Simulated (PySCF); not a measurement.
C₂H₉Ge₂NO.
Z-matrix (Å and degrees, PBE0-D3(BJ)/def2-SVP geometry), rows numbered from 1:
```
O 
C   1  1.2134
N   2  1.3499  1  124.64
C   3  1.4481  2  124.07  1     3.43
Ge  4  1.9801  3  110.65  2   104.74
Ge  4  1.9910  3  115.57  2   -21.67
H   2  1.1146  1  122.63  3  -179.49
H   3  1.0135  2  117.32  1   177.42
H   4  1.1028  3  108.74  2  -137.81
H   5  1.5379  4  109.15  3   -63.06
H   5  1.5390  4  110.64  3   175.36
H   5  1.5448  4  108.43  3    55.45
H   6  1.5320  4  113.45  3    82.23
H   6  1.5541  4  101.24  3  -163.18
H   6  1.5344  4  112.58  3   -48.62
```

All values: CAM-B3LYP/def2-SVPD (PySCF, non-relativistic), on one gas-phase PBE0-D3(BJ)/def2-SVP geometry that isn't relaxed in the solvent. The solvent is an IEF-PCM continuum (van der Waals radii × 1.2), and excitations are vertical TDDFT with non-equilibrium linear response and a frozen core. Only the electrostatic response of the medium enters. Spin–orbit coupling is left out although an atom past zinc is present.

Gas-phase singlets (H = HOMO, L = LUMO):

```
state  E (eV)  λ (nm)      f  leading configuration
   S1   5.798     214  0.003            H-1→L+2 37%
   S2   6.232     199  0.001                H→L 84%
   S3   6.670     186  0.156              H→L+1 43%
   S4   7.151     173  0.131              H→L+4 55%
   S5   7.204     172  0.055              H→L+4 31%
```

Task: How does the list change in acetonitrile (ε = 35.69)?

Result: 
```json
{"state": "S1", "E (eV)": "5.998", "λ (nm)": "207", "f": "0.005", "leading configuration": "H-1→L+3 36%", "change by rank (eV)": "+0.200"}
{"state": "S2", "E (eV)": "6.478", "λ (nm)": "191", "f": "0.026", "leading configuration": "H→L 67%", "change by rank (eV)": "+0.246"}
{"state": "S3", "E (eV)": "6.598", "λ (nm)": "188", "f": "0.203", "leading configuration": "H→L+1 64%", "change by rank (eV)": "-0.072"}
{"state": "S4", "E (eV)": "7.037", "λ (nm)": "176", "f": "0.248", "leading configuration": "H→L+2 48%", "change by rank (eV)": "-0.114"}
{"state": "S5", "E (eV)": "7.324", "λ (nm)": "169", "f": "0.003", "leading configuration": "H→L+4 58%", "change by rank (eV)": "+0.120"}
```

Task: How do the frontier levels move from gas to acetonitrile?

Result: 
```csv
orbital,gas (eV),solvent (eV),change (eV),"Löwdin shares, gas","Löwdin shares, solvent"
LUMO+2,1.33,1.39,+0.06,"Ge6 20 %, C2 16 %, O1 13 %, H15 8 %","Ge6 29 %, Ge5 10 %, H15 10 %, C4 9 %"
LUMO+1,1.07,1.27,+0.20,"Ge5 30 %, C2 13 %, H11 9 %, H12 9 %","Ge5 26 %, C2 16 %, O1 10 %, H11 8 %"
LUMO,0.63,0.91,+0.28,"Ge5 26 %, H8 13 %, Ge6 10 %, C2 9 %","Ge5 25 %, Ge6 23 %, C2 6 %, H15 6 %"
HOMO,-8.60,-8.39,+0.21,"N3 30 %, C4 18 %, O1 17 %, Ge5 11 %","N3 31 %, C4 18 %, O1 16 %, Ge5 12 %"
HOMO-1,-9.19,-9.21,-0.02,"O1 54 %, Ge6 10 %, C2 10 %, H14 7 %","O1 53 %, C2 11 %, Ge6 10 %, H14 7 %"
HOMO-2,-10.21,-10.00,+0.21,"C4 27 %, Ge6 16 %, Ge5 13 %, H12 11 %","C4 26 %, Ge6 16 %, Ge5 14 %, H12 12 %"
HOMO-3,-10.61,-10.59,+0.02,"Ge6 29 %, H14 22 %, O1 12 %, H15 11 %","Ge6 24 %, H14 17 %, Ge5 14 %, H15 10 %"
```

The HOMO–LUMO gap goes from 9.24 to 9.30 eV. Rows go by rank; for HOMO-3, LUMO, LUMO+1 and LUMO+2 the atom shares or the degeneracy differ between the runs, so the row needn't follow one orbital.

On one thread, Arm Neoverse V2 (aarch64), no GPU, shared host with 96 logical CPUs at a one-minute load of 55, this took 65 s of wall time and 1.2 GiB of memory at its peak. This is the whole response run at CAM-B3LYP/def2-SVPD in acetonitrile, SCF included.
